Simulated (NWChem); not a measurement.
Program: NWChem. System: ClI, charge 1, spin multiplicity 2, at the geometry of a parent with another charge or spin, in a state set for the comparison that need not be this species' ground state. Its SCF solution wasn't tested for a lower state. Level: UMP2/def2-TZVP with def2 effective core potentials on I, 9 core orbitals frozen.

NWChem printed:

```
             Northwest Computational Chemistry Package (NWChem) 7.3.0
             --------------------------------------------------------

                                NWChem Input Module
                                -------------------

 Scaling coordinates for geometry "geometry" by  1.889725989
 (inverse scale =  0.529177249)

 Turning off AUTOSYM since
 SYMMETRY directive was detected!

                             Geometry "geometry" -> ""
                             -------------------------

 Output coordinates in angstroms (scale by  1.889725989 to convert to a.u.)

  No.       Tag          Charge          X              Y              Z
 ---- ---------------- ---------- -------------- -------------- --------------
    1 Cl                  17.0000     0.00000000     0.00000000     1.80751800
    2 I                   53.0000     0.00000000     0.00000000    -0.57977000

 Effective nuclear repulsion energy (a.u.)     199.7198081458

            Nuclear Dipole moment (a.u.)
            ----------------------------
        X                 Y               Z
 ---------------- ---------------- ----------------
     0.0000000000     0.0000000000    -0.0000075589

      Symmetry information
      --------------------

 Group name             C2v
 Group number             16
 Group order               4
 No. of unique centers     2

      Symmetry unique atoms

     1    2


 Summary of "ao basis" -> "" (spherical)
 ------------------------------------------------------------------------------
       Tag                 Description            Shells   Functions and Types
 ---------------- ------------------------------  ------  ---------------------
 *                         def2-tzvp                  on all atoms

 Summary of "ao basis" -> "ao basis" (spherical)
 ------------------------------------------------------------------------------
       Tag                 Description            Shells   Functions and Types
 ---------------- ------------------------------  ------  ---------------------
 Cl                        def2-tzvp                13       37   5s5p2d1f
 I                         def2-tzvp                16       50   6s5p3d2f

                                 NWChem SCF Module
                                 -----------------

  ao basis        = "ao basis"
  functions       =    87
  atoms           =     2
  alpha electrons =    21
  beta  electrons =    20
  charge          =   1.00
[...]
     2   0 2 0    -27.162827    -14.047609    -13.115218      0.000000
     2   0 1 1      0.000000      0.000000      0.000000      0.000000
     2   0 0 2    -19.321146   -124.699616   -122.971072    228.349543

                   NWChem MP2 Semi-direct Energy/Gradient Module
                   ---------------------------------------------

  Basis functions       =     87
  Molecular orbitals    =     87
  Frozen core           =      9
  Frozen virtuals       =      0
  Active alpha occupied =     12
  Active beta occupied  =     11
  Active alpha virtual  =     66
  Active beta virtual   =     67
  Use MO symmetry       = T
  Use skeleton AO sym   = T

  AO/Fock/Back tols     =   1.0D-09  1.0D-09  1.0D-09

 GA uses MA = F    GA memory limited = T

 Available:
  local mem=  1.15D+08
 global mem=  1.31D+08
 local disk=  0.00D+00
  mp2_memr nvloc                    66
  nvloc new                    66
   1 passes of  12:        4194304                      55024                  10078708.
   1 passes of  12: M    114667241           G      131056862           F     110472937.

 Semi-direct pass number   1 of   1  for UHF alpha       at        5.0s
  vrange nnbf                  3738
  mp2_eaftype                    38  avail_ma_in_mb                   999
 EAF : mp2_eaftype filesize          38    5039354.
  mp2_eaf for mointskh                     38
Node 0 wrote     23.7 Mb in      0.0 s     Agg I/O rate:  1107.8 Mb/s
 Done moints_semi at       13.2s
  mp2_eaftype                    38  avail_ma_in_mb                   961
 EAF : mp2_eaftype filesize          38    5039354.
  mp2_eaf for kh                    38
 Done maket at       13.5s
 Done multipass loop at       13.5s

 GA uses MA = F    GA memory limited = T

 Available:
  local mem=  1.15D+08
 global mem=  1.31D+08
 local disk=  0.00D+00
  mp2_memr nvloc                    67
  nvloc new                    67
   1 passes of  11:        4194304                      52276                   9379702.
   1 passes of  11: M    114667241           G      131056862           F     110472937.

 Semi-direct pass number   1 of   1  for UHF beta        at       13.6s
  vrange nnbf                  3738
  mp2_eaftype                    35  avail_ma_in_mb                   999
 EAF : mp2_eaftype filesize          35    4689851.
  mp2_eaf for mointskh                     35
Node 0 wrote     22.0 Mb in      0.0 s     Agg I/O rate:  1444.5 Mb/s
 Done moints_semi at       20.1s
  mp2_eaftype                    35  avail_ma_in_mb                   964
 EAF : mp2_eaftype filesize          35    4689851.
  mp2_eaf for kh                    35
 Done maket at       20.4s
 Done multipass loop at       20.4s

          -------------------------------------------
          SCF energy                -755.807522573305
          Correlation energy          -0.649516023001
          Singlet pairs                0.000000000000
          Triplet pairs                0.000000000000
          Total MP2 energy          -756.457038596306
          -------------------------------------------

          ---------------------------------------------------
                    Spin Component Scaled (SCS) MP2
          Same spin pairs                     -0.217959864943
          Same spin scaling factor             0.333333333333
          Opposite spin pairs                 -0.431556158057
          Opposite spin scaling fact.          1.200000000000
          SCS-MP2 correlation energy          -0.590520677983
          Total SCS-MP2 energy              -756.398043251289
          ---------------------------------------------------

 -----------------------
 Performance information
 -----------------------

 Timer overhead =  2.02D-07 seconds/call

               Nr. of calls         CPU time (s)                 Wall time (s)                GFlops
             ---------------    -------------------     ------------------------------   -------------------
Name         Min   Avg   Max    Min     Avg     Max     Min     Avg     Max   Mx/calls   Min     Max     Sum
mp2: moin     2     2     2    15.     15.     15.      15.     15.     15.     7.3      0.0     0.0     0.0
mp2: make     2     2     2   0.63    0.63    0.63     0.63    0.63    0.63    0.32      0.0     0.0     0.0
mp2: tota     1     1     1    16.     16.     16.      16.     16.     16.     16.      0.0     0.0     0.0

 The average no. of pstat calls per process was 5.00D+00
 with a timing overhead of 1.01D-06s

 Task  times  cpu:       20.4s     wall:       20.4s

 Total times  cpu:       20.4s     wall:       20.4s
```

Task: Write an NWChem input that would produce this output.

Result: One answer among several that fit: 
```
start mol
memory heap 200 mb stack 800 mb global 1000 mb
charge 1
geometry units angstroms nocenter noautoz
  Cl     0.000000     0.000000     1.807518
  I      0.000000     0.000000    -0.579770
  symmetry group C2v
end
basis spherical
  * library def2-tzvp
end
ecp
  I library def2-ecp
end
scf
  uhf
  nopen 1
  maxiter 100
  thresh 1e-7
  semidirect memsize 60000000 filesize 0
  # guess.movecs holds the orbitals of an unrestricted PBE0 run
  vectors input guess.movecs output mol.movecs
end
mp2
  freeze core 9
end
task mp2 energy
```
